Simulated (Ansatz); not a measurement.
Cost and result for the atomization energy of `C[B]O[SiH3]` radical (10 atoms, 9 bonds).

| atom | x (Å) | y (Å) | z (Å) |
| --- | --- | --- | --- |
| C1 | 1.376 | -0.275 | -1.548 |
| B2 | 0.322 | -0.486 | -0.423 |
| O3 | -0.213 | 0.482 | 0.332 |
| Si4 | -1.353 | 0.279 | 1.532 |
| H5 | 0.937 | -0.553 | -2.512 |
| H6 | 1.725 | 0.762 | -1.606 |
| H7 | 2.233 | -0.938 | -1.406 |
| H8 | -1.629 | 1.633 | 2.064 |
| H9 | -0.811 | -0.593 | 2.602 |
| H10 | -2.587 | -0.312 | 0.964 |

The species carries charge 0 and has multiplicity 2. All single points use the PBE0-D4/def2-TZVP geometry. It is one conformer, not always the lowest. Program: Ansatz. All runs use 4 threads of an Arm Neoverse N1 on a shared host. Times are those of one run each, without the atoms' runs, and a repeat can differ threefold. Electronic energies, without spin–orbit coupling; frozen cores. CCSD(T)/CBS adds CCSD(T) − MP2 in def2-TZVPP to the MP2 limit, and its time is that of the two runs behind it. T1 = 0.014; ⟨S²⟩ of the reference is 0.75. HSE06 is the plane-wave form, built on full-range PBE exchange.

CCSD(T)/CBS is a level of theory with its own doubt, some kJ/mol a heavy atom from the limit and from the frozen cores, so smaller differences don't rank the functionals.

| level | functions | wall time |
| --- | --- | --- |
| LDA (SPW92)/def2-TZVPP | 219 | 2.1 s |
| revPBE-D4/def2-TZVPP | 219 | 3.9 s |
| PBE-D4/def2-TZVPP (with forces) | 219 | 4.4 s |
| HSE06-D4/def2-TZVPP | 219 | 6 s |
| BHLYP-D4/def2-TZVPP | 219 | 6.5 s |
| CAM-B3LYP-D4/def2-TZVPP | 219 | 6.5 s |
| PBE-QIDH/def2-TZVPP | 219 | 8 s |
| r2SCANh-D4/def2-TZVPP | 219 | 11 s |
| CCSD(T)/def2-SVP | 90 | 11 s |
| ωB97M-V/def2-TZVPP (with forces) | 219 | 19 s |
| MP2/def2-QZVPP | 421 | 30 s |
| CCSD(T)/def2-TZVPP | 219 | 5.7 min |
| CCSD(T)/CBS(def2) | – | 6.2 min |

(1) What atomization energy does each give, and how far from CCSD(T)/CBS? (An estimate is asked.)

Results:

(1) The calculation gave: 
```tsv
level	atomization (kJ/mol)	difference from CCSD(T)/CBS	per bond
LDA (SPW92)/def2-TZVPP	4072.5	460.4	51.2
revPBE-D4/def2-TZVPP	3575.1	-37.0	-4.1
PBE-D4/def2-TZVPP (with forces)	3652.6	40.5	4.5
HSE06-D4/def2-TZVPP	3614.5	2.4	0.3
BHLYP-D4/def2-TZVPP	3555.6	-56.5	-6.3
CAM-B3LYP-D4/def2-TZVPP	3649.6	37.5	4.2
PBE-QIDH/def2-TZVPP	3597.6	-14.5	-1.6
r2SCANh-D4/def2-TZVPP	3629.9	17.8	2.0
CCSD(T)/def2-SVP	3425.4	-186.7	-20.7
ωB97M-V/def2-TZVPP (with forces)	3625.1	13.0	1.5
MP2/def2-QZVPP	3626.6	14.5	1.6
CCSD(T)/def2-TZVPP	3527.7	-84.4	-9.4
CCSD(T)/CBS(def2)	3612.1	0.0	0.0
```

From r2SCAN to r2SCAN0 (25 % exact exchange), in def2-TZVPP and without D4, the atomization energy moves by −43.6 kJ/mol: exact exchange takes away binding that semilocal exchange gives to molecules. At CCSD(T), def2-SVP lies −186.6 kJ/mol from the extrapolated value and def2-TZVPP −84.3 kJ/mol: correlation converges slowly with the basis, and small sets miss more of it in the bonded molecule than in its fragments. Leaving LDA and LC-ωPBE aside and taking each functional with its dispersion term where it has one, the values spread over 97.1 kJ/mol, from BHLYP-D4 to PBE-D4. LDA lies +436.1 kJ/mol from PBE without D4, its usual overbinding.
